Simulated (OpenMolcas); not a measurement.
# Co3+: effect of the metal basis

Co3+ with its 6 nearest bromide ions at 2.606 Å, on the Y site of Cs2NaYBr6 (a = 11.3047 Å, distance in the model lattice 2.765 Å). The rest of the host is ab initio model potentials to 7.6 Å and point charges beyond; the distance is set by hand and nothing relaxes.

| Property | Result |
| --- | --- |
| Program | OpenMolcas 26.06 |
| Method | CASSCF |
| Spin-orbit coupling | RASSI with atomic mean-field integrals over the reference wave functions |

Fixed: ligand basis ANO-RCC-VDZP, active space 6 electrons in 5 orbitals (3d), DKH2 Hamiltonian.

States (labels of O, the rotations of Oh). Energies in cm-1 above the lowest state or level, χT in cm3 K/mol; under a threefold ground state the first gap can be a small split of the lowest multiplet, not the spin-orbit step.

```json
{"Run": "A", "Metal basis": "ANO-RCC-VDZP", "Ground state": "5T2", "First state of that spin": "5E 6247", "First gap with spin-orbit (degeneracies)": "284.0 (3, 2)", "χT at 300 K": "4.234", "First state of another spin": "3T1 17019", "Cost": "roughly 3 core-minutes"}
{"Run": "B", "Metal basis": "ANO-RCC-VTZP", "Ground state": "5T2", "First state of that spin": "5E 6170", "First gap with spin-orbit (degeneracies)": "282.5 (3, 2)", "χT at 300 K": "4.237", "First state of another spin": "3T1 17149", "Cost": "roughly 4 core-minutes"}
```

Against A, the first state of the same spin changes by -1.2 % in B.

Costs are those of the RASSCF and RASSI steps.

An orbital triplet at a regular site is open to Jahn-Teller coupling, which can distort the site and quench the lowest spin-orbit gaps and is left out. Without dynamic correlation the repulsion within the d shell is too large (B by tens of per cent), so at a given field states of lower spin stand too high. CASSCF with metal d orbitals alone favours high spin, so a ground state of lower spin is not ruled out. Ligand-to-metal charge-transfer states are missing. This ion would oxidise such ligands; the complex is a model and need not exist. With no ligand orbital active B as a rule stays too high, so bands that hang on it stand too high and its fall with covalency is understated. With metal d orbitals alone and no dynamic correlation the field as a rule comes out too small, by tens of per cent, by up to half for chloride and softer ligands, and with too little covalency χT stands high. The least metal-like active orbital is 85 % on the metal (Löwdin) and no ligand orbital is active, so the numbers are rough (holds for A). No measured value stands beside these numbers; the geometry was set by hand and not optimised.
